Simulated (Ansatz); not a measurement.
Relaxation of AlBH$_{5}$NO (9 atoms, charge 0, multiplicity 1), to a largest force component of 0.02 eV/Å in at most 50 steps.

Level of theory: Ansatz, RKS PBE0/cc-pVDZ.

```xyz
9
Properties=species:S:1:pos:R:3
N 0.397 1.560 -0.788
B 0.673 0.115 -0.769
O -0.430 -0.873 -0.745
Al -0.540 -1.290 1.041
H -0.297 1.751 -1.622
H -0.185 1.839 0.070
H 1.826 -0.232 -0.873
H 0.271 -2.474 1.682
H -1.625 -0.443 1.988
```

Q: Where does it end, and by what steps?

A: It converged. After 19 steps the energy has fallen by 1.934 eV; H6 moved furthest, 1.99 Å.

| step | energy less start (eV) | largest force component (eV/Å) | accepted |
| --- | --- | --- | --- |
| 0 | 0.0000 | 2.637 | yes |
| 1 | -0.4595 | 1.524 | yes |
| 2 | -0.6825 | 0.649 | yes |
| 3 | -0.8031 | 0.642 | yes |
| 4 | -0.9359 | 0.735 | yes |
| 5 | -1.0835 | 1.263 | yes |
| 6 | -1.2840 | 1.086 | yes |
| 7 | -1.4481 | 1.400 | yes |
| 8 | -1.6184 | 0.974 | yes |
| 9 | -1.7574 | 0.663 | yes |
| 10 | -1.8573 | 0.391 | yes |
| 11 | -1.9101 | 0.190 | yes |
| 12 | -1.9266 | 0.094 | yes |
| 13 | -1.9295 | 0.075 | yes |
| 14 | -1.9159 | 0.284 | no |
| 15 | -1.9327 | 0.060 | yes |
| 16 | -1.9335 | 0.066 | yes |
| 17 | -1.9340 | 0.039 | yes |
| 18 | -1.9341 | 0.032 | yes |
| 19 | -1.9343 | 0.014 | yes |

```xyz
9
Properties=species:S:1:pos:R:3
N 0.186 1.452 -1.265
B 0.724 0.578 -0.310
O -0.020 -0.454 0.188
Al -0.674 -1.643 1.241
H -0.754 1.357 -1.626
H 0.714 2.215 -1.662
H 1.866 0.754 0.062
H -0.755 -3.129 0.688
H -1.199 -1.178 2.667
```

Run time: 42 s on 2 threads of Arm Neoverse V1, with other jobs on the host, peak memory 0.16 GiB.
